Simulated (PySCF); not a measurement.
From computed data to an observable: oscillator strength and radiative lifetime

C6H5I, SMILES C#C/C=C(\I)C=C.

The structure is a stationary point at PBE0-D3(BJ)/def2-SVP. The structure was generated by enumeration; whether it is a known compound was not checked. The def2 effective core potentials stand for the cores of I; spin–orbit coupling is left out. One conformer was computed; it need not be the lowest.

PySCF with TDA-ωB97X/def2-SVPD puts the first singlet state with f over 0.02 at 4.96 eV (vertical), with the transition dipole (0.244, -2.210, 0.000) in atomic units.

### Question
Find the oscillator strength, the wavelength and the radiative lifetime that this transition would have in vacuum if emission retraced absorption.

### Answer

|μ|² = 4.9436 au, so |μ| = 5.65 D. ΔE = 4.96/27.211 = 0.1823 hartree. f = (2/3) ΔE |μ|² = 0.601 (the program prints 0.601).
λ = 1239.84/4.96 = 250 nm; ν = 40005 cm⁻¹.
Einstein's coefficient A = 0.6670 ν² f s⁻¹ (ν in cm⁻¹) = 6.4e8 s⁻¹, so τ = 1/A = 1.6 ns. This state is S2; the lower singlet has f = 0.000. The figure is the radiative limit of this one transition; relaxation, internal conversion, crossing to triplets and a medium change what is measured.
